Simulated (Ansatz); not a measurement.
Isolated molecules relaxed with PBE0-D4/def2-TZVP in Ansatz; ΔE leaves out vibrations. CCSD(T)/CBS is the MP2 limit (def2-TZVPP, def2-QZVPP) plus CCSD(T) − MP2 in def2-TZVPP, frozen cores. This one scheme is used for every species, atoms too. Functionals use def2-TZVPP. No spin–orbit coupling; open shells (•) take unrestricted orbitals. Spin–orbit coupling would lower the free atoms: a little for B, C. Each species was taken in one conformer, which may not be the lowest.

Reaction (atomization): `BBCC` → 2 B• + 2 C• + 8 H•

```tsv
species	BLYP energy (Eh)
`BBCC`	-130.63217
B•	-24.65148
C•	-37.84656
H•	-0.49755
```

**Question.** Work out ΔE.

**Answer.** ΔE = 8 × (-0.49755) + 2 × (-24.65148) + 2 × (-37.84656) − (-130.63217) = 1.65569 Eh = +4347.0 kJ/mol. CCSD(T)/CBS gives +4375.1 kJ/mol.

Largest T1 diagnostic among the species: 0.014.

From PBE to PBE0 (25 % exact exchange), in def2-TZVPP and without D4, ΔE moves by −28.5 kJ/mol: exact exchange takes away binding that semilocal exchange gives to molecules. At CCSD(T), def2-SVP lies −151.1 kJ/mol from the extrapolated value and def2-TZVPP −82.1 kJ/mol: correlation converges slowly with the basis, and small sets miss more of it in the bonded molecule than in its fragments.

For atomizations the MP2-based limit and the directly extrapolated one differ by several kJ/mol either way, and by 10 to 25 for some Ge, Se and Sn compounds, so smaller differences from it don't rank the levels.
